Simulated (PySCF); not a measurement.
Excitations are Tamm–Dancoff values on a coarser integration grid. The basis has no diffuse functions, so Rydberg states are missing or too high.

Z-matrix (Å, degrees):
```
C
H 1 1.0854
Si 1 1.7131 2 119.73
H 3 1.4683 1 122.71 2 -180.00
H 3 1.4753 4 114.69 1 180.00
Si 1 1.8042 2 119.42 3 179.97
O 6 1.5259 1 124.92 2 179.99
H 6 1.4827 7 122.73 1 -179.99
```
Charge 0, spin multiplicity 1.

### Question
What brightest of the four lowest singlets (TDA), S1 excitation (TDA) and S1–T1 gap (TDA) does PBE-D3(BJ)/def2-TZVP // B3LYP-D3(BJ)/def2-TZVP in PySCF 2.14.0 give?

### Answer

The brightest of the four lowest singlets (TDA) is 4.88 eV and the S1 excitation (TDA) is 2.73 eV. The S1–T1 gap (TDA) is 0.25 eV.
